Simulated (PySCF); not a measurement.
Electronic structure of Xe (xenon, neutral) at the UHF level

Configuration: [Kr] 4d10 5s2 5p5 5d1, one real determinant (an excited configuration). All numbers are calculated (PySCF 2.14, a scalar-relativistic core potential, in aug-cc-pwCVDZ-PP with ECP28MDF (6s5p4d1f, 48 functions)).

| Item | Value |
| --- | --- |
| Total energy | -327.876385 hartree |
| One-electron energy | -569.2927 hartree |
| Hartree (Coulomb) energy | 264.0136 hartree |
| Exchange energy | -22.5972 hartree |
| ⟨S²⟩ | 2.0023 |
| ⟨L²⟩ | 7.975 |
| Sum of ⟨r⟩ | 33.23 bohr |
| Sum of ⟨r²⟩ | 62.84 bohr² |
| Traceless quadrupole moment −½Σ⟨3z² − r²⟩ along its main axis | 0.197 e·bohr² |

```tsv
shell	electrons	mean orbital energy (hartree)	spread (hartree)	rms radius, mean of both spins (bohr)
4s α	1	-8.48930	0	0.767
4s β	1	-8.47769	0	0.767
4p α	3	-6.22278	0.02609	0.820
4p β	3	-6.21087	0.00139	0.820
4d α	5	-2.75293	0.03368	0.934
4d β	5	-2.74298	0.00918	0.934
5s α	1	-1.10244	0	2.00
5s β	1	-0.99331	0	2.00
5p α	3	-0.54449	0.07111	2.43
5p β	2	-0.48211	0	2.43
5d α	1	-0.01919	0	3.38
```

⟨L²⟩ = 7.97 against 12 for a pure F term, so this real determinant mixes terms. Energies and moments cover only the electrons outside the core potential. The outer electron is Rydberg-like, and this basis confines it to a smaller radius and binds it less than a complete one would.
